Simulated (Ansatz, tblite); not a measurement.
Clusters of 4 atoms, capped: E(high spin) − E(low spin) (eV) at several levels, gas phase, relaxed structures; Ansatz, xTB through tblite. Each state is relaxed at the level in the geometry column; the other columns are single points. Clusters are the lowest isomers that short searches found in that spin, judged at the geometry's level. xTB has no spin-polarisation term. Singlets are spin-restricted. The structures are stationary points that may keep the symmetry of their start.

```tsv
species	state	geometry	GFN2-xTB	PBE-D4/def2-TZVP	r2SCAN-D4/def2-TZVP	PBE0-D4/def2-TZVP
B2H2⁺	quartet − doublet	r2SCAN-D4/def2-TZVP	3.12	2.68	2.50	2.77
Ge3Cl	quartet − doublet	r2SCAN-D4/def2-SVP	1.50	1.24	1.15	1.14
Ge2Cl2	quintet − singlet	PBE-D4/def2-SVP	5.34	3.66	3.35	3.49
Mg2H2	triplet − singlet	PBE-D4/def2-TZVP	2.46	1.09	0.91	1.08
Al2H2	quintet − singlet	PBE-D4/def2-TZVP	6.73	4.09	3.50	3.90
Al2F2	quintet − singlet	r2SCAN-D4/def2-TZVP	7.54	4.64	3.95	4.44
Cu2H2⁺	quartet − doublet	r2SCAN-D4/def2-TZVP	6.25	3.51	3.49	3.56
```

Problem. Estimate the column for GFN1-xTB.

Solution. B2H2⁺ 3.62; Ge3Cl 1.52; Ge2Cl2 3.43; Mg2H2 2.07; Cu2H2⁺ 2.95.
